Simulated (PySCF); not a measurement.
**A small calculation by hand: oscillator strength and radiative lifetime**

CH4ClNOSi2, SMILES Cl[Si@H]1OC=N[SiH2]1.

Geometry: PBE-D3(BJ)/def2-SVP. The structure was generated by enumeration; whether it is a known compound was not checked.

TDA-CAM-B3LYP/def2-SVPD in PySCF puts the first singlet state with f over 0.02 at 6.14 eV (vertical), with the transition dipole (0.467, -0.586, 0.123) in atomic units.

Find the oscillator strength, the wavelength and the radiative lifetime that this transition would have in vacuum if emission retraced absorption.


|μ|² = 0.5766 au, so |μ| = 1.93 D. ΔE = 6.14/27.211 = 0.2256 hartree. f = (2/3) ΔE |μ|² = 0.087 (the program prints 0.087).
λ = 1239.84/6.14 = 202 nm; ν = 49522 cm⁻¹.
Einstein's coefficient A = 0.6670 ν² f s⁻¹ (ν in cm⁻¹) = 1.4e8 s⁻¹, so τ = 1/A = 7.0 ns. This state is S2; the lower singlet has f = 0.010. The figure is the radiative limit of this one transition; relaxation, internal conversion, crossing to triplets and a medium change what is measured.
